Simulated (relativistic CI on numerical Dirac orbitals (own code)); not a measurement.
## Os²⁺: sensitivity of the levels to the model

Base calculation: Dirac-Coulomb-Breit CI, KLI orbitals optimised for each configuration, a model potential for QED, valence Slater integrals scaled by 0.85, P86 correlation energy added to each configuration.

CI space (outside the closed core [Xe] 4f14): 5d6, 5d5 6s, 5d5 6p, 5d5 5f, 5d4 6s 6p, 5d5 7s, 5d5 6d, 5d5 7p, 5d5 8s, 5d5 7d, 5d5 8p, 5d5 6f, 5d5 5g, 5d5 8d, 5d5 7f, 5d4 5f 6s, 5d4 6p 7s, 5d4 6s2, 5d3 6s2 6p, 5d3 5f 6s2, 5d3 6s2 7s, 5d3 6s2 6d, 5d3 6s2 7p, 5d4 6s 7s, 5d3 6s 6p 7s, 5d3 5f 6s 7s, 5d3 6s 7s2, 5d3 6s 6d 7s, 5d3 6s 7s 7p. Double excitations out of closed p, d and f shells are left out; levels of such configurations are missing from the list, as are those of other unlisted configurations, and high levels can miss mixing partners.

The lowest level and the first level of each name with at least 55 % of one term (blank where a level has no safe partner in the second run):

```tsv
Level	Base (cm⁻¹)	Shift (cm⁻¹)
5d6 5D_4	0.0	0.0
5d6 5D_3	3543.6	+4.9
5d6 5D_2	3910.5	+3.9
5d6 5D_1	5547.0	+6.0
5d6 5D_0	5801.0	+7.0
5d5 6s 7S_3	6549.9	+144.7
5d6 3H_6	16654.8	-7.9
5d6 3F_2	18620.9	+1.6
5d6 1S_0	18888.5	+16.8
5d6 3D_1	20515.3	+20.0
5d6 3H_4	20833.4	-2.2
5d6 3D_3	22306.0	+28.7
5d6 3G_4	22355.5	+7.4
5d6 3P_1	26511.8	+6.5
```

Correlation outside the listed configurations is missing or only estimated: errors of thousands of cm⁻¹ between configurations and terms are usual at this charge. Rates and lifetimes follow the computed energies and can be off by large factors. The fine structure of a lone outer electron comes out too small, for d and f at times inverted, and misplaced configurations move strength between like terms.

Problem. One thing was changed in a second run, which moved the levels as shown. Which?
A. only the first 3 configurations
B. one mean potential for all configurations
C. no correlation estimate
D. configuration mixing switched off
E. self-excluded LDA correlation estimate
F. QED terms removed
G. Breit term removed

Solution. E. Self-excluded LDA correlation estimate. A correlation estimate moves all levels of a configuration together before mixing; mixed levels move by a weighted share.

LS names give the leading component of a level, which can be under half, so a name can repeat, a term be missing and a line seem to break the LS rules.
